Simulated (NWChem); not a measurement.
System: CH$_{4}$AlClFN; SMILES [Cl][Al]([F])[NH]C

The following NWChem deck was run.

```
start job
memory heap 200 mb stack 900 mb global 1100 mb
geometry units angstroms noautosym nocenter noautoz
  Al    -0.243509     0.113647     0.000000
  Cl     0.497403     2.065125     0.000000
  F     -1.885112    -0.124479     0.000000
  N      0.841400    -1.266444     0.000000
  C      0.501827    -2.673034     0.000000
  H      1.843539    -1.104145     0.000000
  H      0.887338    -3.201430     0.890700
  H      0.887338    -3.201430    -0.890700
  H     -0.591265    -2.800095     0.000000
end
basis spherical
  * library pcsseg-1
end
dft
  xc slater vwn_5
  iterations 150
end
property
  shielding 8 1 2 3 4 5 6 7 9
end
task dft property
```

All runs use the structure optimised with PBE0/def2-SVP.

GIAO values for the isolated, static molecule; σ is the absolute isotropic shielding, δ = σ(reference) − σ with the isolated reference molecule computed at the same levels (13C: tetramethylsilane, 19F: trichlorofluoromethane, 1H: tetramethylsilane, 15N: ammonia).

Atoms are numbered as in the input.

**Question.** Give the results of this calculation. (LDA (Slater exchange, VWN5)/pcSseg-1, GIAO.) Quantities: σ Al1 (ppm); σ Cl2 (ppm); δ F3 (ppm); δ N4 (ppm); δ C5 (ppm); δ H6 (ppm); δ H7 (rotor mean) (ppm).

**Answer.** 
```yaml
"σ Al1 (ppm)": 408.4
"σ Cl2 (ppm)": 979.8
"δ F3 (ppm)": -194.2
"δ N4 (ppm)": 43.3
"δ C5 (ppm)": 32.2
"δ H6 (ppm)": 0.74
"δ H7 (rotor mean) (ppm)": 2.86
```
